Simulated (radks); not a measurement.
Valence configurations of the indium ion In3+ (all share [Kr]). All-electron calculation, Dirac Kohn-Sham, BLYP, spin-unpolarised, spherical densities, finite nucleus; open shells fill j = l - 1/2 first; Fermi nuclear charge, rms radius 4.6156 fm. Program: a radial shooting solver on a logarithmic mesh with Libxc functionals. Energies are relative to 4d10; eigenvalues in eV.

\begin{tabular}{lrrrrrr}
valence & E (eV) & e(4d3/2) & e(4d5/2) & e(5p1/2) & e(5p3/2) & e(5s1/2) \\ \hline
4d10 & 0.000 & -48.280 & -47.391 & - & - & - \\
4d9.5 5s0.5 & 7.368 & -50.685 & -49.773 & - & - & -34.322 \\
4d9 5s1 & 15.456 & -53.131 & -52.196 & - & - & -35.291 \\
4d9 5s0.5 5p0.5 & 19.576 & -53.690 & -52.754 & -27.373 & - & -35.638 \\
4d9 5p1 & 23.721 & -54.244 & -53.305 & -27.665 & - & - \\
4d8 5s2 & 33.855 & -58.115 & -57.133 & - & - & -37.217 \\
4d8 5s1 5p1 & 42.540 & -59.192 & -58.206 & -29.139 & - & -37.871 \\
4d8 5p2 & 51.318 & -60.244 & -59.255 & -29.682 & - & - \\
4d6 5s2 5p2 & 99.125 & -70.359 & -69.274 & -32.506 & - & -42.143 \\
4d6 5s1 5p3 & 109.90 & -71.543 & -70.455 & -33.109 & -32.004 & -42.842 \\
\end{tabular}

NIST lists [Kr] 4d10 as the ground configuration; this level of theory agrees among the configurations tried. The energies are those of spherical spin-averaged densities, not of single terms.
